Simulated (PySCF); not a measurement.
From results back to the method.

C₃H₁₀OSi.
SMILES: `C[Si](C)(C)O`

The closed-shell ground state was solved 7 times with PySCF (density fitting, gas phase), always with PBE0, in these basis sets: 6-31+G*, STO-3G, aug-cc-pVDZ, def2-SVP, def2-SVPD, def2-TZVP and pcSseg-1. Isolated species at its PBE0-D3(BJ)/def2-SVP geometry, gas phase.

| row | total energy (Eh) | HOMO (eV) | LUMO (eV) | dipole (D) |
| --- | --- | --- | --- | --- |
| P | -484.7614 | -7.96 | -0.18 | 1.56 |
| Q | -478.9716 | -3.88 | 7.89 | 1.14 |
| R | -484.5453 | -7.84 | 1.33 | 1.37 |
| S | -484.8763 | -7.98 | 0.69 | 1.36 |
| T | -484.7501 | -8.00 | 0.93 | 1.45 |
| U | -484.8016 | -7.96 | -0.30 | 1.35 |
| V | -484.5638 | -8.03 | 0.23 | 1.41 |

Q: Which basis belongs to which row?

A: P = 6-31+G*, Q = STO-3G, R = def2-SVP, S = def2-TZVP, T = pcSseg-1, U = aug-cc-pVDZ, V = def2-SVPD. From the lowest total energy up: def2-TZVP (221 functions) 0 eV; aug-cc-pVDZ (209 functions) +2.03 eV; 6-31+G* (114 functions) +3.13 eV; pcSseg-1 (142 functions) +3.43 eV; def2-SVPD (187 functions) +8.50 eV; def2-SVP (124 functions) +9.01 eV; STO-3G (39 functions) +160.68 eV.

The values belong to the conformer `[CH3:1][Si:2]([CH3:3])([CH3:4])[OH:5]`: H–O5–Si2–C1 -60°.
